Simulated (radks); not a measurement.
Results of a calculation; reference values are marked as such.
Question: Isoelectronic series with 31 electrons, each ion in its NIST ground configuration. Code: a radial shooting solver on a logarithmic mesh with Libxc functionals. Model: scalar-relativistic Kohn-Sham, PBE, spin-polarised, spherical densities, finite nucleus; open shells are filled with parallel spins first (spin-orbit coupling, left out, can overturn this in heavy ions); Fermi nuclear charge, rms radius of each element as measured or else 0.836 A^(1/3) + 0.57 fm. Total energies (hartree) and orbital eigenvalues (eV) (* marks an orbital that is empty in some or all of the ions):

| ion | configuration | E (hartree) | 4p down* | 4p up | 4s down |
|---|---|---|---|---|---|
| Ga | [Ar] 3d10 4s2 4p1 | -1943.93399 | -2.1087 | -2.8698 | -8.5232 |
| Se3+ | [Ar] 3d10 4s2 4p1 | -2427.67751 | -35.6732 | -37.0243 | -48.6010 |
| Rb6+ | [Ar] 3d10 4s2 4p1 | -2971.05522 | -89.0798 | -90.8595 | -108.3908 |
| Zr9+ | [Ar] 3d10 4s2 4p1 | -3574.42404 | -159.7895 | -161.9507 | -185.7022 |
| Tc12+ | [Ar] 3d10 4s2 4p1 | -4238.41002 | -247.0942 | -249.6160 | -279.9991 |
| Pd15+ | [Ar] 3d10 4s2 4p1 | -4963.79730 | -350.7212 | -353.5923 | -391.1507 |
| In18+ | [Ar] 3d10 4s2 4p1 | -5751.49595 | -470.5727 | -473.7865 | -519.2005 |
| Te21+ | [Ar] 3d10 4s2 4p1 | -6602.52939 | -606.6400 | -610.1926 | -664.2919 |
| Cs24+ | [Ar] 3d10 4s2 4p1 | -7518.0545 | -758.9681 | -762.8572 | -826.6395 |
| Pm30+ | [Ar] 3d10 4s2 4p1 | -9547.8051 | -1112.761 | -1117.319 | -1204.242 |
| Gd33+ | [Ar] 3d10 4s2 4p1 | -10664.9732 | -1314.466 | -1319.358 | -1420.193 |

Estimate the row of Ce27+ ([Ar] 3d10 4s2 4p1).

Answer: E (hartree) -8499.3425; 4p down* -927.6387; 4p up -931.8629; 4s down -1006.515.
